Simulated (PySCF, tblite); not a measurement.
Calculations on `O1C[C@@H](C#[C])[SiH2][C@H](C1)F` [radical], in the order of a workflow; each names the level of the geometry that it ran on. Settings lines and outputs come from a driver script.

Species: C₆H₈FOSi (doublet state).
Numbering: `[C:1]#[C:2][C@@H:3]1[CH2:4][O:5][CH2:6][C@H:7]([F:8])[SiH2:9]1` (hydrogens: H10 on C3; H11, H12 on C4; H13, H14 on C6; H15 on C7; H16, H17 on Si9)

Step 1: GFN2-xTB geometry optimisation, gas phase (tblite 0.8.0) (from a force-field or distance-geometry start)
```json
{"job": {"kind": "relax", "xc": "GFN2-xTB", "basis": "xTB"}, "charge": 0, "multiplicity": 2}
```
```
step      E/eV     max force
  0    -741.29183    3.380
  1    -741.31128    7.867
  2    -741.52571    1.102
...
 82    -741.74797    0.029
 83    -741.74802    0.035
 84    -741.74809    0.031
 85    -741.74814    0.014
 86    -741.74817    0.009
```

Energy lowered by 10.5 kcal/mol over 86 steps; largest atomic force 0.009 eV/Å at the end. «max force» is the largest atomic force in eV/Å.

Run on an AMD EPYC 7B13 with one thread, on a shared host.

Step 2: GFN2-xTB harmonic vibrations, gas phase (tblite 0.8.0) (on the GFN2-xTB geometry)
```json
{"job": {"kind": "ir", "xc": "GFN2-xTB", "basis": "xTB"}, "charge": 0, "multiplicity": 2}
```
```
(table of modes left out)
```

45 modes from 58 to 2962 cm⁻¹ (unscaled, harmonic); zero-point energy 74.7 kcal/mol; all wavenumbers are real at this level.

On an AMD EPYC 7B13 with one thread, no GPU, shared host with 96 logical CPUs at a one-minute load of 14, this took 0.97 s.

Step 3: UKS B3LYP, pcH-1 on C F H O Si, non-relativistic, mean-field spin-orbit, GIAO (PySCF 2.14.0) (on the GFN2-xTB geometry)
```json
{"job": {"kind": "epr", "basis": "pcH-1"}, "charge": 0, "multiplicity": 2}
```
```
...
E = -697.83915240 Eh   <S^2> = 0.7574 (exact 0.7500)
g shifts (ppm)      1          2          3
  rmc          -162       -162       -162
  gc              6         -5         29
  oz_so        -347        863       3365
  total        -503        697       3232
hyperfine (MHz)  atom isotope    a_iso     a_fc   dipolar eigenvalues
    0   13C     496.01     495.93    -68.34    -50.83    119.17
    1   13C      54.17      54.16    -37.52    -19.96     57.48
    2   13C      -1.64      -1.64     -6.14     -5.19     11.34
    3   13C      -4.17      -4.17     -0.66     -0.23      0.89
    4   17O       0.25       0.25     -0.22     -0.10      0.32
    5   13C      -0.68      -0.68     -0.18     -0.15      0.33
    6   13C      12.54      12.53     -1.76     -1.63      3.39
    7   19F      10.82      10.64    -14.77    -12.85     27.61
    8  29Si     -20.33     -20.36    -12.63      5.84      6.79
    9    1H      11.35      11.35     -3.73     -2.64      6.37
   10    1H       5.91       5.91     -1.81     -1.53      3.35
   11    1H       0.65       0.65     -1.82     -1.24      3.06
   12    1H       0.93       0.93     -0.71     -0.36      1.07
   13    1H       0.81       0.81     -0.43     -0.28      0.71
   14    1H       1.46       1.46     -0.96     -0.31      1.27
...
```

⟨S²⟩ 0.757; g_iso 2.0035. rmc, gc and oz_so are the mass-correction, gauge-correction and orbital-Zeeman/spin–orbit parts of the g shift along its three principal axes; a_iso is the isotropic hyperfine coupling and a_fc its Fermi-contact part. The log counts atoms from 0, this text from 1.

The run took 1.9 min (with the writing of density and orbital grids) on one thread of an AMD EPYC 7B13 (shared host), and the process peaked at 1.1 GiB of memory.

Geometry of the electronic-property runs (GFN2-xTB):
```
atom  x, y, z in Å
C1     3.7255    0.4208   -0.5663
C2     2.5563    0.4552   -0.2773
C3     1.2751    0.2045    0.3611
C4     0.7962   -1.2353    0.1282
O5    -0.4611   -1.4914    0.7117
C6    -1.5515   -0.9221    0.0373
C7    -1.6304    0.5952    0.2364
F8    -2.7056    1.0822   -0.4907
Si9   -0.0056    1.4468   -0.3538
H10    1.3737    0.3616    1.4406
H11    1.4849   -1.9376    0.6066
H12    0.7702   -1.4536   -0.9495
H13   -1.5048   -1.1386   -1.0409
H14   -2.4416   -1.4061    0.4499
H15   -1.8569    0.8149    1.2855
H16    0.1503    2.7772    0.2284
H17    0.0183    1.4383   -1.8169
```

 (This holds for the electronic-property runs.)

One conformer stands for the species.
